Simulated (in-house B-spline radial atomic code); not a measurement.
KLI/ALDAx excitations of Ga II (Ga+)

Method: KLI/ALDAx. Computed with a B-spline radial code for spherical atoms: linear response of the closed shell [Ar] 3d10 4s2 with the adiabatic LDA exchange kernel on the exchange-only KLI potential; non-relativistic, point nucleus, no spin-orbit coupling, no double excitations, S, P, D and F terms only; shells from n = 2 respond. Only terms of natural parity with L up to 3 were computed.

Without relativity these are model numbers for so heavy an element.

Command:
```bash
python run_td.py task.json out
```
Settings (radii: box in bohr, nucleus in fm):
```
Z                        31
electrons                30
configuration            [Ar] 3d10 4s2
hamiltonian              nr
method                   kli
box_radius               41.61
intervals                80
```

Cost of the run: 2.3 s on 1 thread of Arm Neoverse N1 (shared host).

The lowest states, in the order of their Tamm-Dancoff energies; the method's threshold (minus the highest occupied level) is 18.718 eV. Labels give the largest channel, * marks a mixed state, and oscillator strengths are full-response dipole values. Measured ¹D terms are left out, since they can mix with doubly excited terms. Semilocal kernels can invert the small singlet-triplet splittings of Rydberg terms. Energies in eV:

| state | full response | Tamm-Dancoff | oscillator strength | measured (J-weighted term) |
| --- | --- | --- | --- | --- |
| 4s → 4p 3P | 5.155 | 5.351 | - | 5.987 |
| 4s → 4p 1P | 8.314 | 8.701 | 1.64 | 8.766 |
| 4s → 5s 3S | 11.112 | 11.127 | - | 12.764 |
| 4s → 5s 1S | 11.799 | 11.825 | - | 13.224 |
| 4s → 4d 3D | 12.187 | 12.213 | - | 14.116 |
| 4s → 4d 1D | ? | ? | - | - |
| 4s → 5p 3P | 12.946 | 12.962 | - | 14.708 |
| 4s → 5p 1P | 13.408 | 13.485 | 0.0213 | - |
| 4s → 6s 3S | 14.747 | 14.751 | - | - |
| 4s → 6s 1S | 14.960 | 14.968 | - | - |
| 4s → 4f 3F | ? | ? | - | - |
| 4s → 5d 3D | 15.196 | 15.203 | - | - |
| 4s → 4f 1F | 15.221 | 15.222 | - | - |
| 4s → 5d 1D | 15.363 | 15.365 | - | - |
| 4s → 6p 3P | 15.473 | 15.478 | - | - |
| 4s → 6p 1P | 15.628 | 15.651 | 0.000465 | - |

(1) Where does 4s → 4d 1D lie?

(2) Where does 4s → 4f 3F lie?

(3) How large is the singlet-triplet splitting of 4s → 4p (P terms) in Tamm-Dancoff?

(4) What polarisabilities and dispersion coefficient does the method give?

## Answers

(1) At 12.672 eV in full response, 12.677 eV in Tamm-Dancoff.

(2) At 15.188 eV in full response, 15.190 eV in Tamm-Dancoff.

(3) 3.35 eV, from the unrounded values.

(4) Dipole 19.58 bohr³, quadrupole 99.02 bohr⁵, C6 101.4 hartree·bohr⁶ for two such species.
